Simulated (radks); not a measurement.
Problem. Re23+, configuration [Kr] 4d10 4f6. Method: non-relativistic Kohn-Sham, LDA (Slater exchange, Perdew-Wang correlation), spin-unpolarised, spherical densities, point nucleus; relativity is left out, which matters for an element this heavy; computed with a radial shooting solver on a logarithmic mesh with Libxc functionals. Some entries of the table are withheld. Estimate them.

orbital  occ.  eigenvalue (hartree)  r(max) (bohr)  <1/r> (bohr^-1)
1s          2             -2432.535        0.01341            74.41
2s          2             -422.0284        0.07302            17.46
2p          6                   (1)        0.05665            17.50
3s          2             -116.0785         0.2003            6.738
3p          6             -108.5827         0.1886              (2)
3d         10             -94.56418         0.1486            6.613
4s          2             -41.54808            (3)            3.047
4p          6             -38.33921         0.4397              (4)
4d         10             -32.47718         0.4299              (5)
4f          6             -24.80055         0.3741            2.589
5s          0             -20.56850         0.8642              (6)
5p          0             -19.21281         0.8851            1.539

Solution. 
(1) 2p eigenvalue (hartree): -405.8961
(2) 3p <1/r> (bohr^-1): 6.692
(3) 4s r(max) (bohr): 0.4411
(4) 4p <1/r> (bohr^-1): 2.975
(5) 4d <1/r> (bohr^-1): 2.828
(6) 5s <1/r> (bohr^-1): 1.588
